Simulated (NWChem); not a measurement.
Species: WF$_{6}$; SMILES [F][W]([F])([F])([F])([F])[F]

No frequency run checked for a minimum. def2 effective core potentials on W; no spin-orbit coupling.

Give the equilibrium geometry at PBE0/def2-SVP with def2 effective core potentials on W (NWChem) as an XYZ file, with the point group.

point group Oh; any orientation.
```
7

W      0.0000     0.0000     0.0000
F     -1.3018     0.9364     0.9006
F      1.3018    -0.9364    -0.9006
F     -1.2991    -0.9516    -0.8885
F     -0.0136     1.2650    -1.3350
F      0.0136    -1.2650     1.3350
F      1.2991     0.9516     0.8885
```
